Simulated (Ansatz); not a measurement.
Start from `CC(C)CF` and change one atom or group to get `CC(C)[SiH]`.

Ansatz, PBE0-D4/def2-TZVP geometries, multiplicity 1. Each molecule was computed in one conformer, which needn't be the lowest.

| property | `CC(C)CF` |
| --- | --- |
| LUMO energy (PBE0/def2-TZVPP) / eV | 1.10 |
| zero-point energy (PBE0-D4/def2-TZVP) / kJ/mol | 327.8 |
| size of the dipole moment (PBE/def2-TZVPP) / D | 1.66 |
| ideal-gas entropy at 298 K and 1 bar (rigid rotor, harmonic PBE0-D4/def2-TZVP) / J/(mol·K) | 322 |
| HOMO–LUMO gap (ωB97M-V/def2-TZVPP) / eV | 13.96 |
| HOMO–LUMO gap (PBE/def2-TZVPP) / eV | 7.78 |

**Question.** Give the same properties after the change, and the shifts. (Estimate.)

**Answer.** The calculation gave: 
```json
{"property": "LUMO energy (PBE0/def2-TZVPP) / eV", "`CC(C)[SiH]`": "-1.36", "shift": "-2.46"}
{"property": "zero-point energy (PBE0-D4/def2-TZVP) / kJ/mol", "`CC(C)[SiH]`": "262.5", "shift": "-65.3"}
{"property": "size of the dipole moment (PBE/def2-TZVPP) / D", "`CC(C)[SiH]`": "1.87", "shift": "0.21"}
{"property": "ideal-gas entropy at 298 K and 1 bar (rigid rotor, harmonic PBE0-D4/def2-TZVP) / J/(mol·K)", "`CC(C)[SiH]`": "308", "shift": "-14"}
{"property": "HOMO–LUMO gap (ωB97M-V/def2-TZVPP) / eV", "`CC(C)[SiH]`": "8.73", "shift": "-5.23"}
{"property": "HOMO–LUMO gap (PBE/def2-TZVPP) / eV", "`CC(C)[SiH]`": "2.87", "shift": "-4.91"}
```

With PBE0 the HOMO rises by 2.94 eV and the LUMO falls by 2.46 eV, so the gap narrows by about 5.40 eV. PBE moves the HOMO by 2.39 eV and ωB97M-V by 3.23 eV. The zero-point energy changes by -65.3 kJ/mol with -6 modes. Dipoles are sizes alone; their direction can turn.
